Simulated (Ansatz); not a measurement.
Consider the formal exchange of groups at the Si–O bond: `N[Si@H](Cl)O[Si@@H](N)O` + `N[SiH](Cl)Cl` → `N[SiH](Cl)[Si](N)(Cl)Cl` + `N[SiH](O)O`.

Isolated molecules relaxed with PBE0-D4/def2-TZVP in Ansatz; ΔE leaves out vibrations. CCSD(T)/CBS is the MP2 limit (def2-TZVPP, def2-QZVPP) plus CCSD(T) − MP2 in def2-TZVPP, frozen cores. This one scheme is used for every species. Functionals use def2-TZVPP. One conformer a species, not always the lowest.

(1) Is it downhill or uphill in electronic energy at CCSD(T)/CBS, and by how much? (Estimate.)

(2) What do these levels give: r2SCAN-D4, ωB97M-V, B2PLYP, HF/def2-TZVPP, SCS-MP2/def2-TZVPP, CCSD(T)/def2-TZVPP? (Best estimate.)

Largest T1 diagnostic among the species: 0.011.

## Answers

(1) The calculation gave: Uphill: ΔE = +130.4 kJ/mol.

(2) Ansatz gave: r2SCAN-D4 125.8, ωB97M-V 132.7, B2PLYP 134.5, HF/def2-TZVPP 162.7, SCS-MP2/def2-TZVPP 139.9, CCSD(T)/def2-TZVPP 132.3 kJ/mol.

From PBE to PBE0 (25 % exact exchange), in def2-TZVPP and without D4, ΔE moves by +12.3 kJ/mol. The D4 term adds −5.7 kJ/mol with B3LYP and −3.2 kJ/mol with PBE0; it sums over pairs of atoms, weighted by their polarisabilities, and B3LYP, whose exchange is more repulsive, gets the larger term. In def2-TZVPP, CCSD(T) changes the Hartree–Fock value by −30.4 kJ/mol (the triples alone add −5.3 kJ/mol) and MP2 by −27.4 kJ/mol.

B3LYP here is the variant with VWN-RPA as its local correlation; programs differ in this.
